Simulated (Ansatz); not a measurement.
Isolated molecules relaxed with PBE0-D4/def2-TZVP in Ansatz; ΔE leaves out vibrations. CCSD(T)/CBS adds triple-zeta CCSD(T) − MP2 to the extrapolated MP2 energy (def2 sets, frozen cores). DFT in def2-TZVPP. Elements past krypton have def2 core potentials. For Sn outer-core shells are correlated without core-valence functions, which leaves a few kJ/mol of doubt a bond. Each species was taken in one conformer, which may not be the lowest.

Consider the ligand exchange at the Si–C bond: `FC([SiH3])S` + `C[O][SnH]([OH])[Cl]` → `C[O][SnH]([Cl])[O][SiH3]` + `FCS`.

`FC([SiH3])S`:

Z-matrix (Å, degrees):
```
C
Si 1 1.900
S 1 1.790 2 111.9
F 1 1.390 2 109.9 3 -125.3
H 1 1.095 2 111.0 3 116.2
H 2 1.485 1 110.0 3 174.0
H 2 1.485 1 107.8 3 54.0
H 2 1.483 1 108.4 3 -65.4
H 3 1.345 1 97.3 2 -44.0
```

`C[O][SnH]([OH])[Cl]`:

Z-matrix (Å, degrees):
```
C
O 1 1.411
H 1 1.093 2 107.7
H 1 1.097 2 112.0 3 118.6
H 1 1.096 2 112.4 3 -119.1
Sn 2 1.945 1 122.2 3 170.4
Cl 6 2.325 2 105.6 1 -40.8
O 6 1.938 2 104.5 1 -157.1
H 6 1.692 2 116.4 1 82.3
H 8 0.961 6 112.7 2 41.2
```

`C[O][SnH]([Cl])[O][SiH3]`:

Cartesian coordinates in Å:
```
C -1.210 -1.733 -0.628
O 0.172 -1.836 -0.908
Sn 1.448 -0.692 -0.005
Cl 1.124 -0.939 2.277
O 0.973 1.148 -0.388
Si 0.031 2.292 0.312
H -1.618 -0.762 -0.928
H -1.720 -2.511 -1.200
H -1.428 -1.890 0.435
H 3.016 -1.037 -0.518
H 0.686 2.861 1.519
H -0.187 3.373 -0.683
H -1.286 1.725 0.713
```

`FCS`:

Cartesian coordinates in Å:
```
F -0.452 -1.448 -0.191
C -0.455 -0.076 -0.110
S 1.143 0.651 -0.450
H -0.803 0.204 0.885
H -1.136 0.315 -0.869
H 1.704 0.353 0.734
```

Problem. Is it downhill or uphill in electronic energy at CCSD(T)/CBS, and by how much? (Best estimate.)

Solution. Computed: Downhill: ΔE = -122.7 kJ/mol.

Problem. What do these levels give: PBE-D4, ωB97X-V, ωB97M-V, B2PLYP, PBE0, HF/def2-TZVPP, SCS-MP2/def2-TZVPP, CCSD/def2-TZVPP, MP2/def2-QZVPP, SCS-MP2/def2-QZVPP, HF/CBS(def2), MP2/CBS(def2)? (Estimate.)

Solution. Ansatz gave: PBE-D4 -102.3, ωB97X-V -120.3, ωB97M-V -118.6, B2PLYP -123.1, PBE0 -110.3, HF/def2-TZVPP -147.4, SCS-MP2/def2-TZVPP -129.7, CCSD/def2-TZVPP -127.5, MP2/def2-QZVPP -125.8, SCS-MP2/def2-QZVPP -129.8, HF/CBS(def2) -149.8, MP2/CBS(def2) -124.6 kJ/mol.

Largest T1 diagnostic among the species: 0.013.

In def2-TZVPP, CCSD(T) changes the Hartree–Fock value by +23.6 kJ/mol (the triples alone add +3.6 kJ/mol) and MP2 by +21.8 kJ/mol. From PBE to PBE0 (25 % exact exchange), in def2-TZVPP and without D4, ΔE moves by −9.6 kJ/mol.
